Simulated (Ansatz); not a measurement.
Abridged output of a molecular run in Ansatz:

```
Functional definition: HF
1202 factors; integrals over basis functions are off by at most 9.7e-4 eV
mean field evaluation 1: about -81427.7625 eV, gradient 3.3e1 eV
mean field evaluation 2: about -81427.7666 eV, gradient 3.3e1 eV
mean field evaluation 4: about -81432.2034 eV, gradient 2.9e0 eV
mean field evaluation 8: about -81432.3225 eV, gradient 1.9e-1 eV
mean field -81432.32339800 eV, -2992.5826880654 hartree, gradient 7.4e-6 eV, S^2 0.756801; 0 other end points of the search recorded, 0 dependent functions left out
16 core orbitals not correlated: weight in the atoms' cores, before any rotation towards them, 1.000 or more for the frozen orbitals, at most 0.000 for the correlated occupied ones
reference -81432.32339800 eV, -2992.5826880654 hartree; 18, 17 occupied and 160, 161 virtual orbitals, 1202 factors
second order -22.43310098 eV of doubles, -0.00000000 eV of singles
cycle   1  -22.38344964 eV  change    5.0e-2 eV  update   9.4e-2
cycle   2  -22.86269793 eV  change   -4.8e-1 eV  update   2.8e-2
cycle   3  -22.96534473 eV  change   -1.0e-1 eV  update   1.6e-2
cycle   4  -22.95222777 eV  change    1.3e-2 eV  update   5.6e-3
cycle   5  -22.95113428 eV  change    1.1e-3 eV  update   2.9e-3
cycle   6  -22.95228055 eV  change   -1.1e-3 eV  update   1.1e-3
cycle   7  -22.95203332 eV  change    2.5e-4 eV  update   4.4e-4
cycle   8  -22.95218452 eV  change   -1.5e-4 eV  update   1.7e-4
cycle   9  -22.95220401 eV  change   -1.9e-5 eV  update   6.5e-5
cycle  10  -22.95215881 eV  change    4.5e-5 eV  update   3.1e-5
cycle  11  -22.95219008 eV  change   -3.1e-5 eV  update   1.5e-5
perturbative correction -0.85361316 eV, -0.0313697051 hartree
Total energy: -81456.12920125 eV, -2993.4575351984 hartree
Checks for a lower state left out: cluster_reference
```

Its atoms:

```xyz
7

N    -0.4151    0.4437   -1.0592
Si    0.6033   -0.1230    0.1787
O    -0.3059   -1.2455    0.9629
Br    1.1580    1.6438    1.4618
H    -1.0080   -0.1970   -1.5626
H    -0.1827    1.2654   -1.5912
H     0.1504   -1.7874    1.6096
```

(1) Which basis set was used?
A. def2-TZVPP
B. cc-pV(Q+d)Z
C. def2-TZVPPD
D. def2-SVP

(2) Write the keys of the input that set method, charge and spin (a neutral closed shell needs none for the last two).

Results:

(1) A. It gives 194 functions.

(2) 
```yaml
magnetization: {spin_polarized: true, initial_magnetization: 1}
correlation: {method: ccsd_t}
scf: {omitted_lower_state_checks: [cluster_reference]}
```
